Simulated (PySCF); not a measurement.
Simulated Cl 2p region for `[SiH3]O[SiH-]Cl`, binding energy against the vacuum level.

Every computed line was given a Gaussian of 0.7 eV full width at half maximum and an area set by the number of equivalent atoms (split 2:1 within a doublet); the highest printed point is 100. Method used: delta-SCF UKS SCAN, pcX-2 on the ionised atom, pcseg-1 elsewhere, spin-free X2C (PySCF).

```csv
binding energy (eV),intensity
198.8,0
198.9,1
199.0,2
199.1,4
199.2,9
199.3,18
199.4,32
199.5,51
199.6,71
199.7,89
199.8,100
199.9,100
200.0,89
200.1,71
200.2,51
200.3,32
200.4,18
200.5,9
200.6,5
200.7,3
200.8,4
200.9,7
201.0,12
201.1,20
201.2,30
201.3,40
201.4,48
201.5,51
201.6,48
201.7,41
201.8,31
201.9,21
202.0,13
202.1,7
202.2,3
202.3,1
202.4,1
202.5,0
```

Problem. Count the maxima, the lines and the sites behind this envelope.

Solution. The curve has 2 maxima (at 199.8 and 201.5 eV). Under it lie 2 lines from 1 inequivalent chlorine site, drawn as a 2p3/2, 2p1/2 pair.

Problem. Decompose the envelope and assign each component. Numbering: `[SiH3:1][O:2][SiH-:3][Cl:4]`.

Solution. 
| position (eV) | relative area | line | atoms | environment |
| --- | --- | --- | --- | --- |
| 199.85 | 0.67 | Cl 2p3/2 | Cl4 | silicon-bound chlorine |
| 201.50 | 0.33 | Cl 2p1/2 | Cl4 | silicon-bound chlorine |

Problem. What are the centre and the root-mean-square width of the whole band?

Solution. The area-weighted mean of the lines is 200.40 eV. Their own spread about it is 0.78 eV (rms) and each Gaussian has σ = 0.7/2.355 = 0.30 eV; the variances add, which gives 0.83 eV.

No satellites, vibrations or lifetime broadening are included. 2p3/2 and 2p1/2 are the ΔSCF energy of one spin-free 2p hole plus the eigenvalues of a spin–orbit and ligand-field matrix of the shell. 2p1/2 minus 2p3/2 (ligand field included): Cl 1.65 eV. The species carries charge -1, so core ionisation leaves a neutral species. The basis sets have no added diffuse functions. Geometry: PBE0-D3(BJ)/def2-SVP, one conformer, isolated ion. The geometry's basis has no diffuse functions, a weakness for an anion.

Shape of the structure used: `[SiH3:1][O:2][SiH-:3][Cl:4]`: Si1–O2–Si3–Cl4 32°.
